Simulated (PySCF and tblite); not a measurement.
Results of a calculation; reference values are marked as such.
## Pyramidal inversion: stationary points, barriers and rates

System: C7H9N, numbered as in [CH3:1][N:2]1[CH2:3][CH:4]=[C:5]1[CH:6]1[CH:7]=[CH:8]1.

Motion: pyramidal inversion at N2. The path came from a restrained scan, a climbing-image band and a saddle search at GFN2-xTB; energies are PBE0/pcSseg-1 + D3(BJ)//GFN2-xTB, thermal terms GFN2-xTB. Rate constants are transition-state-theory values, counting equivalent paths, without tunnelling. Shieldings: GIAO at the same DFT level; methyl-like tops are averaged, other torsions stay as in the two minima; line shapes leave out couplings; of unlike H on one atom, [a] is the less shielded. Run with tblite and PySCF.

| point | symmetry | E(GFN2) kcal/mol | E(DFT) kcal/mol | ZPE change kcal/mol | lowest mode cm⁻¹ | dipole D |
| --- | --- | --- | --- | --- | --- | --- |
| start | C1 | 0.0 | 0.0 | 0.00 | 59 | 1.24 |
| saddle | Cs | 3.9 | 6.2 | -0.74 | 232i | 1.82 |
| end | C1 | 0.0 | 0.0 | 0.00 | 59 | 1.24 |

| Property | Result |
| --- | --- |
| Electronic barrier | 6.2 kcal/mol |
| Barrier with zero-point energy | 5.4 kcal/mol |
| ΔH‡ (298 K) | 5.3 kcal/mol |
| ΔS‡ (298 K, symmetry apart) | -0.3 cal/(mol K) |
| Paths | 1 equivalent path |
| End point | the same structure with atoms interchanged, or its mirror image |
| Mean lifetime of the start against this motion at 298 K | 1.5 ns |
| Cost | 65 s on 1 thread of AMD EPYC 7B13, on a host shared with other jobs (rough), peak memory 0.86 GiB, launched as `OMP_NUM_THREADS=1 python ens_run.py task.json out` |

| T/K | ΔG‡ kcal/mol | k s⁻¹ |
| --- | --- | --- |
| 150 | 5.3 | 5×10⁴ |
| 200 | 5.3 | 5.9×10⁶ |
| 250 | 5.4 | 1×10⁸ |
| 298 | 5.4 | 6.6×10⁸ |
| 350 | 5.5 | 2.8×10⁹ |
| 400 | 5.5 | 7.7×10⁹ |
| 500 | 5.7 | 3.2×10¹⁰ |

ΔG and ΔG‡ leave out symmetry numbers and mirror images; rates count paths: 1 out.

Sites that the motion interchanges:

```
nucleus         site    ppm          scale
     ¹H  H on C3 [b]   3.11  δ against TMS
     ¹H  H on C3 [a]   3.93  δ against TMS
    ¹³C           C7  123.4  δ against TMS
    ¹³C           C8  120.2  δ against TMS
     ¹H      H on C7   7.56  δ against TMS
     ¹H      H on C8   7.23  δ against TMS
```

```tsv
nucleus	sites	¹H MHz	spread Hz	coalescence K	k there s⁻¹
¹H	H on C3 [b] / H on C3 [a]	200	165	119	367
¹H	H on C3 [b] / H on C3 [a]	300	247	121	555
¹H	H on C3 [b] / H on C3 [a]	700	577	126	1280
¹³C	C7 / C8	200	164	119	367
¹³C	C7 / C8	300	245	121	545
¹³C	C7 / C8	700	572	126	1280
¹H	H on C7 / H on C8	200	65	115	144
¹H	H on C7 / H on C8	300	98	117	220
¹H	H on C7 / H on C8	700	228	121	514
```

Coalescence temperatures outside 150 to 500 K extrapolate the thermal terms and ignore freezing or boiling of a solvent.
